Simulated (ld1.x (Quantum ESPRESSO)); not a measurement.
# P (Z = 15): one change to a TM potential, before and after

P, norm-conserving Troullier–Martins (Kleinman–Bylander form), made with ld1.x (Quantum ESPRESSO) 7.5 (PBE, non-relativistic). Core [Ne], reference 3s2 3p1 (charge +2). Waves: 3s (bound): rc 1.35 bohr; 3p (bound): rc 1.60 bohr. Local part: all-electron potential smoothed inside 1.20 bohr (lloc = -1). Core correction: Bessel-smoothed model core inside 1.10 bohr.

Change: all radii but the core radius scaled by about 1.29 (s 1.74, p 2.08 bohr); local potential all-electron potential smoothed inside 1.56 bohr (lloc = -1).

Cutoffs: the cutoffs (Ry, on a coarse ladder) from which the occupation-weighted sum of valence levels, in a spherical-Bessel basis at the reference potential, stays within 10 and 1 mRy of its value at 400 Ry; they do not see the model core or the augmentation charge, which bear on the density cutoff. Errors are all-electron minus pseudo energies relative to the spin-unpolarised reference configuration.

Problem. How do hardness, ghosts and transferability respond?

Solution. The potential gets softer (35 Ry and 70 Ry → 21 Ry and 45 Ry); of the 7 tests that both files solve, the error grows in 0 and shrinks in 4 by more than 15 % and 0.3 meV (median size 23.1 → 20.3 meV); neither file shows a bound ghost. A larger radius leaves more room for a smooth pseudo-wave, so fewer plane waves are needed. That the errors move this way runs against the usual rule that smaller radii transfer better.

| quantity | base | changed |
| --- | --- | --- |
| cutoff, loose | 35 Ry | 21 Ry |
| cutoff, tight | 70 Ry | 45 Ry |
| bound ghosts | none | none |
| error for 3s2 3p3, meV [ΔE -28.90 eV] | +34 | +30 |
| error for 3s2 3p2, meV [ΔE -19.16 eV] | +13 | +11 |
| error for 3s2 3p0, meV [ΔE 29.75 eV] | +25 | +20 |
| error for 3s1 3p4, meV [ΔE -20.45 eV] | +23 | +21 |
| error for 3s1 3p3, meV [ΔE -10.13 eV] | +7.1 | +6.0 |
| error for 3s0 3p5, meV [ΔE -11.88 eV] | +13 | +10 |
| error for 3s2 3p3.3, meV [ΔE -30.21 eV] | +39 | +34 |
